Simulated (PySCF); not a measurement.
**How methods differ on the ionisation energy of Mg⁺**

Mg⁺ [Ne] 3s1 (2S) → Mg²⁺ [Ne] (1S), as a difference of total energies. Calculation: PySCF 2.14, in aug-cc-pVDZ-DK (5s4p2d, 27 functions); the spin-free X2C one-electron Hamiltonian (Gaussian nucleus). The calculations carry no spin-orbit coupling.

```json
{"method": "UHF", "ionisation energy (eV)": "14.735"}
{"method": "TPSS", "ionisation energy (eV)": "15.057"}
{"method": "PBE0", "ionisation energy (eV)": "15.210"}
```

For comparison: 15.035 eV (measured; NIST Atomic Spectra Database, ionization energies).
